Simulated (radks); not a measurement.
Neutral antimony inside a hard spherical wall (all orbitals vanish at R), configuration held at [Kr] 4d10 5s2 5p3 and not refilled when levels cross. All-electron calculation, scalar-relativistic Kohn-Sham, PBEsol, spin-polarised, spherical densities, point nucleus; open shells are filled with parallel spins first (spin-orbit coupling, left out, can overturn this in heavy ions). Program: a radial shooting solver on a logarithmic mesh with Libxc functionals. Eigenvalues in eV for spin up, with the zero of energy where the potential of the charges vanishes at infinity; a dash marks a level that is unbound or too diffuse for the functional's potential to be trusted. A positive occupied level is held by the wall or, in an anion where self-interaction has pushed it up, behind a barrier. The pressure on the wall is -dE/dV.

| R (bohr) | E (hartree) | kinetic (hartree) | e(4p) | e(4d) | e(5s) | e(5p) | e(6s, empty) | e(5d, empty) | pressure (GPa) |
|---|---|---|---|---|---|---|---|---|---|
| free | -6478.68148 | 6775.616 | -101.41 | -33.300 | -13.462 | -5.471 | - | - | 0 |
| 20 | -6478.68148 | 6775.616 | -101.41 | -33.300 | -13.462 | -5.471 | - | - | < 0.0001 |
| 15 | -6478.68148 | 6775.616 | -101.41 | -33.300 | -13.462 | -5.471 | -0.470 | 0.871 | < 0.0001 |
| 12 | -6478.68146 | 6775.617 | -101.40 | -33.298 | -13.460 | -5.469 | -0.271 | 1.168 | 0.000414 |
| 8 | -6478.67846 | 6775.643 | -101.23 | -33.124 | -13.324 | -5.330 | 1.473 | 2.462 | 0.137 |
| 7 | -6478.67102 | 6775.696 | -100.94 | -32.839 | -13.109 | -5.092 | 3.060 | 3.373 | 0.624 |
| 3.5 | -6477.57057 | 6780.423 | -90.284 | -22.650 | -3.265 | 7.799 | 50.622 | 26.762 | 321 |
| 3 | -6476.23371 | 6785.427 | -83.721 | -16.446 | 5.406 | 18.887 | 84.776 | 43.393 | 1060 |
| 2.5 | -6472.75962 | 6797.934 | -71.737 | -4.821 | 25.277 | 43.251 | 152.03 | 76.457 | 4200 |
| 2 | -6462.04644 | 6834.804 | -46.636 | 21.315 | 79.164 | 105.64 | 302.43 | 151.54 | 22000 |
| 1.5 | -6420.01264 | 6966.298 | 19.978 | 95.832 | 257.97 | 298.33 | 707.33 | 357.14 | 172000 |
